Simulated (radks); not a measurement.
The numbers below are computed, except where a source is named.
Species: neutral caesium. Configuration: [Kr] 4d10 5s2 5p5 6s1 5d1 (not the ground configuration). Code: a radial shooting solver on a logarithmic mesh with Libxc functionals. Model: scalar-relativistic Kohn-Sham, r2SCAN, spin-polarised, spherical densities, finite nucleus; open shells are filled with parallel spins first (spin-orbit coupling, left out, can overturn this in heavy ions); meta-GGA in the generalised Kohn-Sham scheme; Fermi nuclear charge, rms radius 4.8041 fm. Some entries of the table are withheld. Estimate them.

orbital  occ.  eigenvalue (Ry)  r(max) (bohr)
1s up       1        -2635.876        0.01678
1s down     1        -2635.870        0.01678
2s up       1        -415.0167        0.09483
2s down     1        -415.0139        0.09483
2p up       3        -372.0879        0.07620
2p down     3        -372.0830        0.07620
3s up       1        -87.00974         0.2721
3s down     1        -87.00640         0.2721
3p up       3        -73.10915         0.2663
3p down     3        -73.10459         0.2663
3d up       5        -52.73187         0.2207
3d down     5        -52.72642         0.2207
4s up       1        -16.83265         0.6428
4s down     1        -16.82066         0.6430
4p up       3        -12.36258         0.6728
4p down     3        -12.35162         0.6731
4d up       5         -5.83408            (1)
4d down     5         -5.81956            (2)
5s up       1              (3)          1.542
5s down     1              (4)          1.539
5p up       3              (5)          1.762
5p down     2              (6)          1.754
6s up       1         -0.23080          4.397
5d up       1         -0.11437          2.748

Answer. 
(1) 4d up r(max) (bohr): 0.7202
(2) 4d down r(max) (bohr): 0.7204
(3) 5s up eigenvalue (Ry): -2.26732
(4) 5s down eigenvalue (Ry): -2.17744
(5) 5p up eigenvalue (Ry): -1.24512
(6) 5p down eigenvalue (Ry): -1.14578
